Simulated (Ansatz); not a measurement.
CH5AlSeSi can be A, `[SeH][SiH]1[CH2][AlH]1`, or B, `C[SiH]1[AlH][Se]1`.

Computed with Ansatz on PBE0-D4/def2-TZVP structures; ΔE is electronic, products minus reactants. CCSD(T)/CBS adds triple-zeta CCSD(T) − MP2 to the extrapolated MP2 energy (def2 sets, frozen cores). Functionals use def2-TZVPP. B3LYP here is the variant with VWN-RPA as its local correlation; programs differ in this. For Se outer-core shells are correlated without core-valence functions, which leaves a few kJ/mol of doubt a bond. Scalar relativity is left out up to krypton. One conformer a species, not always the lowest.

(1) Which isomer does CCSD(T)/CBS put lower? Give the gap. (Estimate.)

(2) Give E(B) − E(A) in kcal/mol with CCSD/def2-TZVPP, ωB97M-V, PBE0-D4, HF/def2-TZVPP, B3LYP-D4, MP2/def2-TZVPP, r2SCAN-D4. (An estimate is asked.)

Largest T1 diagnostic: 0.012.

Answers

(1) Ansatz gave: B, by 48.4 kcal/mol.

(2) The calculation gave: CCSD/def2-TZVPP -47.9, ωB97M-V -47.3, PBE0-D4 -48.1, HF/def2-TZVPP -50.7, B3LYP-D4 -47.1, MP2/def2-TZVPP -49.1, r2SCAN-D4 -48.0. None reverses the order clearly.

From PBE to PBE0 (25 % exact exchange), in def2-TZVPP and without D4, E(B) − E(A) moves by −1.7 kcal/mol. In def2-TZVPP, CCSD(T) changes the Hartree–Fock value by +2.9 kcal/mol (the triples alone add +0.1 kcal/mol) and MP2 by +1.6 kcal/mol.
